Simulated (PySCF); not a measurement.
SMILES CC(C)(C)/C=[CH]\[GeH3] (C₆H₁₄Ge) at its GFN2-xTB optimised geometry (Å):

```
21

C      2.8061    -0.6100     0.0000
C      1.2731    -0.6100     0.0000
C      0.7687    -1.2975     1.2754
C      0.7801    -1.3755    -1.2287
C      0.7874     0.8184     0.0000
C     -0.4259     1.2805    -0.2745
Ge    -2.0766     0.3972    -0.8007
H      3.1929    -0.0844     0.8708
H      3.1866    -0.1221    -0.8952
H      3.1861    -1.6291     0.0220
H      1.1392    -0.7812     2.1586
H     -0.3191    -1.2891     1.3034
H      1.1109    -2.3296     1.3082
H      1.2521    -2.3549    -1.2715
H     -0.2975    -1.5217    -1.1924
H      1.0273    -0.8320    -2.1387
H      1.5481     1.5362     0.2926
H     -0.5590     2.3549    -0.1931
H     -2.1039     0.0198    -2.2495
H     -3.1929     1.3734    -0.5871
H     -2.4213    -0.8336    -0.0191
```

Method: B3LYP/def2-SVP (PySCF). Cells within 0.4 Å of a nucleus heavier than hydrogen are left out (blank, or x).

Map of the electrostatic potential (hartree/e), clipped to [-0.08, 0.12] on the plane z = 0.0 Å:

```
|0000000000000000000000000000000|
|0000000000000000000000000000000|
|0000000000000000000000000000000|
|0000000000000000000000000000000|
|0000000000001111000000000000000|
|0000000000011111110000000000000|
|0000000000112332111111000000000|
|0000000000126995211111110000000|
|0000000001139999312222111000000|
|0000001111249999534763211000000|
|0000025434469999999997211000000|
|00001599899999x9999998211000000|
|00000499999999x99x9995211000000|
|00000269999999999xx995332100000|
|0000026999999999999998996310000|
|0000025999999659999999999820000|
|000001499999844699xx99xx9931000|
|000000399996433699xx99xx9931000|
|0000002999932235999999999931000|
|0000001498311224799999999931000|
|0000000111111123567644999941000|
|0000000000000112233322599721000|
|0000000000000011122211234311000|
|0000000000000000111111111111000|
|0000000000000000011111111110000|
|0000000000000000011111111100000|
|0000000000000000001111110000000|
|0000000000000000000000000000000|
|0000000000000000000000000000000|
|0000000000000000000000000000000|
|0000000000000000000000000000000|
```
Scale: ten equal steps from -0.007 (start of '0') to 0.120 (end of '9'), in the order '0123456789'; x runs from -5.50 to 5.50, y from -5.50 (bottom) to 5.50 (top).
